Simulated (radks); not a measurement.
Task: These are the eigenvalues of the occupied orbitals of an atom or ion with whole-number occupations (hartree). Method: scalar-relativistic Kohn-Sham, r2SCAN, spin-unpolarised, spherical densities, finite nucleus; meta-GGA in the generalised Kohn-Sham scheme; Fermi nuclear charge, rms radius of each element as measured or else 0.836 A^(1/3) + 0.57 fm; computed with a radial shooting solver on a logarithmic mesh with Libxc functionals.

orbital  eigenvalue
1s        -692.9198
2s        -97.50059
2p        -86.98609
3s        -16.60221
3p        -13.12997
3d         -7.47242
4s         -2.37808
4p         -1.47717
4d         -0.26977
7s         -0.02623

Which element is it, and in what charge state? The configuration may be excited.

Result: Z = 41, niobium, charge 0: Nb in [Kr] 4d4 7s1. The list shows which subshells hold electrons but not how many an open one holds; the 1s level, -692.92 hartree, gives Z - s = 37.2 by -(Z - s)^2/2, which with screening and relativity narrows Z to a few neighbours, and the depths of the outer levels then fix element, charge and occupations together.
